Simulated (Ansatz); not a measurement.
Frontier orbitals of C₂₀H₃₀ (`C1[C@H]2C[C@H]3C[C@@H]1C[C@@]([C@]14C[C@H]5C[C@H](C[C@H](C5)C1)C4)(C2)C3`).

Total charge 0; spin multiplicity 1. Geometry: relaxed with PBE0-D4/def2-TZVP. It is one conformer, not always the lowest. Basis def2-TZVPP, Ansatz 0.2.0.

```
functional  HOMO (eV)  LUMO (eV)  gap (eV)
       PBE      -6.19      -0.03      6.16
      PBE0      -7.40       0.75      8.15
     B3LYP      -7.23       0.45      7.68
     BHLYP      -8.57       1.36      9.93
   ωB97X-V      -9.70       2.52     12.22
   ωB97M-V      -9.60       2.11     11.71
```

From PBE to PBE0 the HOMO moves by −1.20 eV and the LUMO by +0.78 eV, and with ωB97M-V by −3.41 and +2.14 eV, so the gap grows from 6.17 to 11.71 eV with exact exchange. A positive LUMO is unbound and depends on the basis.

B3LYP here is the variant with VWN-RPA as its local correlation; programs differ in this.
